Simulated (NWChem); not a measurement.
System: SiH$_{2}$Cl$_{2}$; SMILES Cl[SiH2]Cl

Excerpt of the output:

```
             Northwest Computational Chemistry Package (NWChem) 7.3.0
             --------------------------------------------------------

 C2V symmetry detected

                             Geometry "geometry" -> ""
                             -------------------------

 Output coordinates in angstroms (scale by  1.889725989 to convert to a.u.)

  No.       Tag          Charge          X              Y              Z
 ---- ---------------- ---------- -------------- -------------- --------------
    1 Si                  14.0000     0.00000000     0.00000000    -0.76893048
    2 Cl                  17.0000    -1.68395300     0.00000000     0.41035852
    3 Cl                  17.0000     1.68395300     0.00000000     0.41035852
    4 H                    1.0000     0.00000000     1.23302800    -1.59358148
    5 H                    1.0000     0.00000000    -1.23302800    -1.59358148

 Effective nuclear repulsion energy (a.u.)     190.5726719261

      Symmetry information
      --------------------

 Group name             C2v
 Group number             16
 Group order               4
 No. of unique centers     3

                                 NWChem DFT Module
                                 -----------------

 Summary of "ao basis" -> "ao basis" (spherical)
 ------------------------------------------------------------------------------
       Tag                 Description            Shells   Functions and Types
 ---------------- ------------------------------  ------  ---------------------
 Si                          6-31g*                  8       18   4s3p1d
 Cl                          6-31g*                  8       18   4s3p1d
 H                           6-31g*                  2        2   2s

      Symmetry analysis of basis
      --------------------------

        a1         24
        a2          6
        b1         17
        b2         11

[...]

                                NWChem TDDFT Module
                                -------------------

            General Information
            -------------------
           No. of orbitals :     116
            Alpha orbitals :      58
             Beta orbitals :      58
        Alpha frozen cores :       0
         Beta frozen cores :       0
     Alpha frozen virtuals :       0
      Beta frozen virtuals :       0
         Spin multiplicity :       1
    Number of AO functions :      58
        Use of symmetry is : off
      Symmetry adaption is : on
         Schwarz screening :  0.10D-07

              XC Information
              --------------
              Hartree-Fock (Exact) Exchange   1.00
            CAM-Becke88 Exchange Functional   1.00
               VWN V Correlation Functional   0.19 local
       Lee-Yang-Parr Correlation Functional   0.81
           Alpha           :  0.19
           Beta            :  0.46
           Gamma           :  0.33

             TDDFT Information
             -----------------
          Calculation type : TDDFT
         Wavefunction type : Restricted singlets
          No. of electrons :      50
           Alpha electrons :      25
            Beta electrons :      25
              No. of roots :       8
          Max subspacesize :    5600
            Max iterations :     100
               Target root :       1
           Target symmetry : none
      Symmetry restriction : off
                 Algorithm : Optimal
        Davidson threshold :  0.10D-03

    8 smallest eigenvalue differences (eV)
--------------------------------------------------------
  No. Spin  Occ  Vir  Irrep   E(Occ)    E(Vir)   E(Diff)
--------------------------------------------------------
    1    1   25   26 b2       -0.385     0.038    11.526
    2    1   25   27 a2       -0.385     0.039    11.559
    3    1   24   26 b1       -0.394     0.038    11.773
    4    1   24   27 a1       -0.394     0.039    11.805
    5    1   23   26 a2       -0.405     0.038    12.072
    6    1   23   27 b2       -0.405     0.039    12.104
    7    1   22   26 a1       -0.410     0.038    12.194
    8    1   22   27 b1       -0.410     0.039    12.226
--------------------------------------------------------

  Entering Davidson iterations
  Restricted singlet excited states

  Iter   NTrls   NConv    DeltaV     DeltaE      Time
  ----  ------  ------  ---------  ---------  ---------
    1      8       0     0.20E+00   0.10+100        4.2
    2     24       0     0.33E-01   0.22E-01        7.0
    3     40       0     0.13E-01   0.22E-02        7.8
    4     56       0     0.49E-02   0.12E-03        7.1
    5     72       0     0.13E-02   0.15E-04        5.1
    6     88       6     0.39E-03   0.10E-05        5.6
    7     92       8     0.97E-04   0.48E-07        3.7
  ----  ------  ------  ---------  ---------  ---------
  Convergence criterion met

  Ground state a1      -1211.152194315917 a.u.

  ----------------------------------------------------------------------------
  Root   1 singlet b2             0.283846295 a.u.                7.7239 eV
  ----------------------------------------------------------------------------
     Transition Moments    X -0.00000   Y  0.23950   Z  0.00000
     Dipole Oscillator Strength                    0.0108541281
     Electric Quadrupole                           0.0000000097
     Magnetic Dipole                               0.0000017686
     Total Oscillator Strength                     0.0108559064

[...]
```

Level: CAM-B3LYP/6-31G* (spherical d), full TDDFT. Structure relaxed at the PBE0/def2-SVP level.

### Question
Write an input that gives this output.

### Answer
One answer among several that fit: the input that was run:
```
start job
memory heap 200 mb stack 900 mb global 1100 mb
geometry units angstroms noautoz
  Si     0.000000     0.000000    -0.757262
  Cl    -1.683953     0.000000     0.422027
  Cl     1.683953     0.000000     0.422027
  H      0.000000     1.233028    -1.581913
  H      0.000000    -1.233028    -1.581913
end
basis spherical
  * library 6-31g*
end
dft
  xc xcamb88 1.00 lyp 0.81 vwn_5 0.19 hfexch 1.00
  cam 0.33 cam_alpha 0.19 cam_beta 0.46
  iterations 150
end
tddft
  nroots 8
  notriplet
end
task tddft energy
```
